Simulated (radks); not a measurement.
Problem. Ne1.75+, configuration [He] 2s2 2p(up 3, down 1.25) (fractional occupations, a model configuration). Method: non-relativistic Kohn-Sham, PBE, spin-polarised, spherical densities, point nucleus; computed with a radial shooting solver on a logarithmic mesh with Libxc functionals. Some entries of the table are withheld. Estimate them.

| orbital | occ. | eigenvalue (eV) | <r^2> (bohr^2) |
|---|---|---|---|
| 1s up | 1 | -873.2976 | 0.03379 |
| 1s down | 1 | -871.5965 | 0.03365 |
| 2s up | 1 | (1) | (2) |
| 2s down | 1 | (3) | (4) |
| 2p up | 3 | -50.6043 | 0.8499 |
| 2p down | 1.25 | -46.5663 | 0.9050 |

Solution. 
(1) 2s up eigenvalue (eV): -73.7396
(2) 2s up <r^2> (bohr^2): 0.8333
(3) 2s down eigenvalue (eV): -69.8324
(4) 2s down <r^2> (bohr^2): 0.8608
